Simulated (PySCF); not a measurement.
[NdF2]+ at several levels of theory

Computed with PySCF 2.14.0 (density fitting, no spin-orbit coupling) at the geometry relaxed with PBE0:

```xyz
3
[NdF2]+ (singlet in the valence; each metal's 4f electrons, 3 of them, lie in its core potential, out of spins and levels)
Nd    0.0000    0.0000   -0.3762
F     1.6014    0.0000    0.7887
F    -1.6014    0.0000    0.7887
```

```json
{"level": "PBE0", "basis": "Nd lcecp-1-SVP with ECP49, F def2-SVP", "state": "singlet", "HOMO (eV)": "-16.04", "gap (eV)": "8.31", "charge on Nd1 (e)": "1.65", "population of f-type functions on Nd1 (polarisation alone where 4f lies in the core)": "0.10", "dipole about the centre of mass (D)": "6.41", "largest force component (eV/Å)": "0.00"}
{"level": "M06-L", "basis": "the same", "state": "singlet", "HOMO (eV)": "-14.43", "gap (eV)": "6.81", "charge on Nd1 (e)": "1.70", "population of f-type functions on Nd1 (polarisation alone where 4f lies in the core)": "0.09", "dipole about the centre of mass (D)": "6.44", "largest force component (eV/Å)": "0.48"}
{"level": "revPBE", "basis": "the same", "state": "singlet", "HOMO (eV)": "-14.10", "gap (eV)": "5.68", "charge on Nd1 (e)": "1.51", "population of f-type functions on Nd1 (polarisation alone where 4f lies in the core)": "0.10", "dipole about the centre of mass (D)": "5.89", "largest force component (eV/Å)": "0.66"}
```

In the lcecp rows the 4f levels are missing from HOMO and gap, and the state counts the valence alone.

Charges are Mulliken's, which hang on the basis. The relaxation used the grid (50, 194), these runs (75, 302) or, all-electron (x2c bases, spin-free X2C Hamiltonian), (99, 590).

Question: What does PBE0 with Nd lcecp-1-TZVP with ECP49, F def2-TZVP give here?

Answer: state singlet, HOMO (eV) -16.06, gap (eV) 8.43, charge on Nd1 (e) 1.87, population of f-type functions on Nd1 (polarisation alone where 4f lies in the core) 0.12, dipole about the centre of mass (D) 6.46, largest force component (eV/Å) 0.28. Time: 5.9 s on 2 threads of Arm Neoverse V1, with other jobs on the host, from free ions and atoms.

In the first row's basis the gap widens with exact exchange: 5.7 to 6.8 eV for revPBE, M06-L (none); 8.3 eV for PBE0 (a fixed share).

An lcecp potential fixes the number of 4f electrons, so in runs with it no electron can move into or out of that shell.
